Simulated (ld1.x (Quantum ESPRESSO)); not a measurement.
**ruthenium, RRKJ: configuration errors across variants**

```
Element                 : ruthenium (Ru)
Generator               : ld1.x (Quantum ESPRESSO) 7.5
Type                    : norm-conserving RRKJ (Kleinman–Bylander form)
Functional              : PBE
Relativity              : scalar-relativistic
Frozen core             : [Ar] 3d10
Valence charge          : 16
Reference configuration : 4s2 4p6 4d7 5s0 5p1
Partial waves           : 4s (bound): rc 1.65 bohr; 4d (bound): rc 2.15 bohr; 4p (bound): rc 1.05 bohr
Local potential         : the p channel
Core correction         : none
```

Occupied shells without a wave of their own: 5p. They enter only through the test configuration that unscreens the potential.

All-electron excitation energies from the reference (eV): (1) 4s2 4p6 4d7 5s1 5p0 -3.461; (2) 4s2 4p6 4d7 5s0 5p0 3.831; (3) 4s2 4p6 4d6 5s0 5p0 22.017; (4) 4s2 4p6 4d7 5s0.5 5p0 -0.598; (5) 4s2 4p6 4d6 5s1 5p1 2.192; (6) 4s2 4p6 4d6 5s1 5p0 6.651; (7) 4s2 4p6 4d5 5s0 5p0 52.640.

For the base: The 5p level has no wave, so the channel is fitted at the deeper level alone: the likely source of the large errors.

On the changes marked as counting shells twice: ld1.x takes every shell without a wave as core, so the model core holds the marked electrons as well and exchange and correlation see them twice. This cancels in the reference configuration, but the file is broken for other ones, and its errors say nothing about a proper core correction.

4 further variants failed, have other tests or another functional or relativity, and are left out.

A true bound ghost makes a file unfit for plane-wave use even where its test errors are small: the radial tests pick states by their node count and pass the ghost by.

Errors AE − PS in meV (a dash: test not solved or not reliable):

| change | (1) | (2) | (3) | (4) | (5) | (6) | (7) | bound ghosts |
| --- | --- | --- | --- | --- | --- | --- | --- | --- |
| base | +364 | -18 | -38 | +201 | +518 | +575 | -32 | none |
| core correction a·sin(br)/r model core inside 0.68 bohr (5p counted twice) | +342 | -121 | -222 | +153 | +502 | +509 | -292 | none |
| wave 4d (bound): rc 2.15 bohr becomes 4d (bound): rc 2.34 bohr | +364 | -18 | -38 | +201 | +528 | +582 | -4.8 | none |
| all radii scaled by about 1.37 (s 2.26, p 1.44, d 2.94 bohr) | +1765 | -60 | -84 | +989 | +2474 | +2692 | +322 | s |
| type TM | +416 | -18 | -37 | +231 | +581 | +651 | -46 | none |
| wave 4s (bound): rc 1.65 bohr becomes 4s (bound): rc 1.42 bohr | +43 | -18 | -38 | +17 | +81 | +66 | -33 | none |

**Question.** Give the same row for: wave 4p (bound): rc 1.05 bohr becomes 4p (bound): rc 1.16 bohr.

**Answer.** +368, -19, -40, +203, +524, +581, -36; bound ghosts: none.
